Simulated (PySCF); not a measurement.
Geometry (Å), atoms numbered from 1 in this order:
```xyz
11

O    -3.035    1.390    0.550
C    -2.325    0.507    0.135
C    -0.871    0.495    0.244
C     0.034   -0.519   -0.210
C     1.271   -0.085    0.109
O     1.201    1.123    0.729
C    -0.091    1.462    0.805
H    -2.760   -0.379   -0.373
H    -0.217   -1.443   -0.707
H     2.261   -0.489   -0.023
H    -0.327    2.404    1.272
```

Method: geometry: PBE0-D3(BJ)/def2-TZVP, σ from GIAO-B97-2/pcSseg-2, in PySCF 2.14.0 with density-fitted response routines (no relativistic terms, one conformer, no solvent model).

Q: List the cross peaks expected in HSQC, COSY and HMBC spectra.

A: 

HSQC (one-bond C–H):
```
        δH          δC
10.30 (H8)  191.0 (C2)
8.30 (H11)  153.5 (C7)
7.56 (H10)  149.7 (C5)
 6.94 (H9)  117.1 (C4)
```

COSY cross peaks (H two or three bonds apart, from the bond graph; peaks can be absent where the dihedral angle is near 90°):
```
        δH         δH
7.56 (H10)  6.94 (H9)
```

HMBC (two and three bonds, from the bond graph):
```
        δH                                              δC
10.30 (H8)              153.5 (C7), 134.4 (C3), 117.1 (C4)
8.30 (H11)  191.0 (C2), 149.7 (C5), 134.4 (C3), 117.1 (C4)
7.56 (H10)              153.5 (C7), 134.4 (C3), 117.1 (C4)
 6.94 (H9)  191.0 (C2), 153.5 (C7), 149.7 (C5), 134.4 (C3)
```

Shifts are taken against calculated references (same method and geometry level): 1H, 13C vs TMS.

Short H···H contacts in this conformer between protons four or more bonds apart (candidates for NOE cross peaks, intensity ∝ r⁻⁶): H8···H9 2.78 Å.

Shifts are as computed. Against solution values, carbons near 30 ppm lie about +3 ppm off and those near 130 ppm about +7 ppm. Of 1211 compounds with measured shifts, 218 miss one by over three times the rms of a fit or turn the order of signals round; such compounds aren't used in these exercises.
